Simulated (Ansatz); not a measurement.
Isolated molecules relaxed with PBE0-D4/def2-TZVP in Ansatz; ΔE leaves out vibrations. CBS: MP2 limit from def2 TZ/QZ plus the TZ coupled-cluster correction, frozen cores. This one scheme is used for every species. DFT in def2-TZVPP. For Br, Ga outer-core shells are correlated without core-valence functions, which leaves a few kJ/mol of doubt a bond. Scalar relativity is left out up to krypton. One conformer a species, not always the lowest.

`C[N](C)[Ga]([F])[Br]` + H₂ → `C[N](C)[GaH][Br]` + H–F  (hydrogenolysis of a Ga–F bond)

```json
{"species": "`C[N](C)[Ga]([F])[Br]`", "LC-ωPBE energy (Eh)": "-4732.89825"}
{"species": "H₂", "LC-ωPBE energy (Eh)": "-1.17817"}
{"species": "`C[N](C)[GaH][Br]`", "LC-ωPBE energy (Eh)": "-4633.61485"}
{"species": "H–F", "LC-ωPBE energy (Eh)": "-100.44042"}
```

Work out ΔE.

ΔE = (-4633.61485) + (-100.44042) − (-4732.89825) − (-1.17817) = 0.02115 Eh = +13.3 kcal/mol. CCSD(T)/CBS gives +12.4 kcal/mol.

Largest T1 diagnostic among the species: 0.012.

At CCSD(T), def2-SVP lies +4.2 kcal/mol from the extrapolated value and def2-TZVPP +1.1 kcal/mol. From PBE to PBE0 (25 % exact exchange), in def2-TZVPP and without D4, ΔE moves by −0.8 kcal/mol. Leaving LDA and LC-ωPBE aside and taking each functional with its dispersion term where it has one, the values, not all of them listed here, spread over 3.1 kcal/mol, from HSE06-D4 to r2SCAN-D4. LDA lies −2.2 kcal/mol from PBE without D4.
